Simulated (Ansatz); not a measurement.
Total energies of (HCd-mu-F)2 (Cd2H2F2) from Ansatz at PBE-D4/def2-TZVP, gas phase (1 Eh = 27.2114 eV = 2625.5 kJ/mol). The reference geometry is relaxed at PBE0-D4/def2-SVP.

```json
{"state": "charge 0 singlet", "geometry": "reference", "energy (Eh)": "-536.38109"}
{"state": "charge 1 doublet", "geometry": "reference", "energy (Eh)": "-536.01075"}
{"state": "charge 1 doublet", "geometry": "relaxed at PBE0-D4/def2-SVP", "energy (Eh)": "-536.01266"}
{"state": "free Cd atom (singlet)", "geometry": "–", "energy (Eh)": "-167.78889"}
{"state": "free H atom (doublet)", "geometry": "–", "energy (Eh)": "-0.49962"}
{"state": "free F atom (doublet)", "geometry": "–", "energy (Eh)": "-99.66912"}
```

In the def2 sets Cd takes a core potential; there is no spin–orbit coupling.

(1) Work out the vertical ionisation energy to the doublet.

(2) How much does the charge 1 doublet relax, and what is the adiabatic ionisation energy?

(3) What is the binding energy per atom against free atoms?

(1) E(charge 1 doublet) − E(charge 0 singlet) = -536.01075 − (-536.38109) = 0.37034 Eh = 10.08 eV. For comparison, −ε of the highest occupied level is 7.40 eV at this level, 2.68 eV less.

(2) Relaxation: -536.01075 − (-536.01266) = 0.00191 Eh = 0.05 eV. Adiabatic ionisation energy: 0.36843 Eh = 10.03 eV, without zero-point energy. 

(3) Atoms: 2 × (-167.78889) + 2 × (-0.49962) + 2 × (-99.66912) = -535.91526 Eh. Binding: -535.91526 − (-536.38109) = 0.46583 Eh = 12.68 eV, or 2.11 eV for each of 6 atoms (no zero-point energy, no counterpoise term).
